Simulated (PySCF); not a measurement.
Simulated C 1s region for `Br[SiH]1CCCC1`, binding energy against the vacuum level.

Every computed line was given a Gaussian of 0.6 eV full width at half maximum and an area set by the number of equivalent atoms; the highest printed point is 100. Theory: PySCF 2.14.0, delta-SCF UKS SCAN, pcX-2 on the ionised atom, pcseg-1 elsewhere, spin-free X2C.

```json
{"binding energy (eV)": "289.3", "intensity": "0"}
{"binding energy (eV)": "289.4", "intensity": "1"}
{"binding energy (eV)": "289.5", "intensity": "4"}
{"binding energy (eV)": "289.6", "intensity": "10"}
{"binding energy (eV)": "289.7", "intensity": "21"}
{"binding energy (eV)": "289.8", "intensity": "38"}
{"binding energy (eV)": "289.9", "intensity": "60"}
{"binding energy (eV)": "290.0", "intensity": "81"}
{"binding energy (eV)": "290.1", "intensity": "95"}
{"binding energy (eV)": "290.2", "intensity": "100"}
{"binding energy (eV)": "290.3", "intensity": "98"}
{"binding energy (eV)": "290.4", "intensity": "96"}
{"binding energy (eV)": "290.5", "intensity": "97"}
{"binding energy (eV)": "290.6", "intensity": "100"}
{"binding energy (eV)": "290.7", "intensity": "98"}
{"binding energy (eV)": "290.8", "intensity": "88"}
{"binding energy (eV)": "290.9", "intensity": "70"}
{"binding energy (eV)": "291.0", "intensity": "48"}
{"binding energy (eV)": "291.1", "intensity": "28"}
{"binding energy (eV)": "291.2", "intensity": "14"}
{"binding energy (eV)": "291.3", "intensity": "6"}
{"binding energy (eV)": "291.4", "intensity": "2"}
{"binding energy (eV)": "291.5", "intensity": "1"}
{"binding energy (eV)": "291.6", "intensity": "0"}
```

Question: Count the maxima, the lines and the sites behind this envelope.

Answer: The curve has 2 maxima (at 290.2 and 290.6 eV). Under it lie 2 lines from 2 inequivalent carbon sites.

Question: Decompose the envelope and assign each component. Numbering: `[Br:1][SiH:2]1[CH2:3][CH2:4][CH2:5][CH2:6]1`.

Answer: 
```tsv
position (eV)	relative area	line	atoms	environment
290.14	2	C 1s	C3/C6	sp3 carbon bound to silicon
290.71	2	C 1s	C4/C5	ring CH2 carbon
```

Question: What are the centre and the root-mean-square width of the whole band?

Answer: The area-weighted mean of the lines is 290.42 eV. Their own spread about it is 0.29 eV (rms) and each Gaussian has σ = 0.6/2.355 = 0.25 eV; the variances add, which gives 0.38 eV.

Question: Above which line width would these two lines show one maximum?

Answer: Two equal Gaussians merge once their distance is under 2σ = FWHM/1.177. With 0.58 eV between them that is a full width over 0.68 eV.

Lowest listed C 1s: C3/C6, bonded to C, 2 H and Si. Highest, 0.57 eV above it: C4/C5, bonded to 2 C and 2 H. Summing the Pauling electronegativity differences to the bonded atoms, each weighted by its formal bond order, gives -1.35 for the lowest site and -0.70 for the highest.

No satellites, vibrations or lifetime broadening are included. One atom of each set of topologically equivalent atoms was ionised and stands for the set; in this conformer not all members are related by symmetry, and their own values weren't computed. Isolated species at its PBE0-D3(BJ)/def2-SVP geometry (one conformer only).
